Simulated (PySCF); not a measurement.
Breaking a bond: GeSe, singlet.

Methods: RKS-PBE = restricted PBE/cc-pVDZ (PySCF 2.14.0); UKS-PBE = PySCF with unrestricted PBE/cc-pVDZ; UKS-BHandHLYP = unrestricted BHandHLYP/cc-pVDZ in PySCF; UCCSD(T) = CCSD(T) on UHF/cc-pVDZ, 18 core orbitals frozen run with PySCF 2.14.0.

Energies relative to the lowest point of each curve near equilibrium, in eV; the last columns give the difference from UCCSD(T):

| R / Å | RKS-PBE | UKS-PBE | UKS-BHandHLYP | UCCSD(T) | RKS-PBE − UCCSD(T) | UKS-PBE − UCCSD(T) | UKS-BHandHLYP − UCCSD(T) |
|---|---|---|---|---|---|---|---|
| 1.73 | 4.221 | 4.221 | 3.930 | 4.341 | -0.120 | -0.120 | -0.412 |
| 1.81 | 2.479 | 2.479 | 2.229 | 2.547 | -0.068 | -0.068 | -0.318 |
| 1.92 | 1.005 | 1.005 | 0.827 | 1.028 | -0.023 | -0.023 | -0.201 |
| 2.00 | 0.410 | 0.410 | 0.292 | 0.416 | -0.007 | -0.007 | -0.125 |
| 2.08 | 0.097 | 0.097 | 0.044 | 0.097 | 0.000 | 0.000 | -0.052 |
| 2.14 | 0.000 | 0.000 | 0.000 | 0.000 | 0.000 | 0.000 | 0.000 |
| 2.22 | 0.008 | 0.008 | 0.080 | 0.012 | -0.004 | -0.004 | 0.068 |
| 2.29 | 0.110 | 0.110 | 0.248 | 0.131 | -0.021 | -0.021 | 0.116 |
| 2.33 | 0.198 | 0.198 | 0.374 | 0.259 | -0.060 | -0.060 | 0.115 |
| 2.46 | 0.590 | 0.590 | 0.890 | 0.694 | -0.104 | -0.104 | 0.196 |
| 2.66 | 1.354 | 1.354 | 1.796 | 1.509 | -0.155 | -0.155 | 0.287 |
| 2.87 | 2.199 | 2.179 | 2.534 | 2.412 | -0.214 | -0.233 | 0.122 |
| 3.18 | 3.328 | 3.152 | 3.370 | 3.444 | -0.116 | -0.291 | -0.074 |
| 3.54 | 4.362 | 3.941 | 3.981 | 4.212 | 0.150 | -0.270 | -0.231 |
| 3.90 | 5.113 | 4.460 | 4.296 | 4.457 | 0.656 | 0.003 | -0.161 |
| 4.32 | 5.713 | 4.844 | 4.481 | 4.553 | 1.160 | 0.291 | -0.072 |
| 4.67 | 6.049 | 5.044 | 4.558 | 4.591 | 1.457 | 0.453 | -0.034 |
| 5.25 | 6.389 | 5.229 | 4.611 | 4.623 | 1.765 | 0.605 | -0.013 |
| 5.72 | 6.542 | 5.295 | 4.622 | 4.636 | 1.906 | 0.660 | -0.014 |
| 6.36 | 6.654 | 5.330 | 4.628 | 4.643 | 2.011 | 0.686 | -0.015 |
| 7.43 | 6.724 | 5.344 | 4.632 | 4.647 | 2.076 | 0.697 | -0.016 |
| 8.56 | — | 5.350 | 4.633 | 4.649 | — | 0.701 | -0.016 |

RKS-PBE is furthest from UCCSD(T) at 7.43 (2.076 eV, above); its mean absolute difference over the points is 0.575 eV.

UKS-PBE is furthest from UCCSD(T) at 8.56 (0.701 eV, above); its mean absolute difference over the points is 0.248 eV.

UKS-BHandHLYP is furthest from UCCSD(T) at 1.73 (-0.412 eV, below); its mean absolute difference over the points is 0.121 eV.

A dash means that the run gave no value there, or that the column was ended at a point which the program doubted or which failed a test of continuity chosen for this set; such a test can also cut sound points.

The restricted form behind RKS-PBE keeps the bonding electrons paired and can't separate into open-shell fragments. The unrestricted determinant behind UKS-PBE is spin-contaminated at 2.87 to 8.56 Å (<S²> up to 1.9, against 0.00 for a pure singlet). The unrestricted solution behind UKS-BHandHLYP changes between 3.18 and 3.54 Å, which can leave a kink. The unrestricted determinant behind UKS-BHandHLYP is spin-contaminated at 2.66 to 8.56 Å (<S²> up to 2.0, against 0.00 for a pure singlet). The unrestricted solution behind UCCSD(T) changes between 2.87 and 3.18 Å and between 3.18 and 3.54 Å, which can leave a kink. The unrestricted determinant behind UCCSD(T) is spin-contaminated at 2.29 to 8.56 Å (<S²> up to 2.0, against 0.00 for a pure singlet).
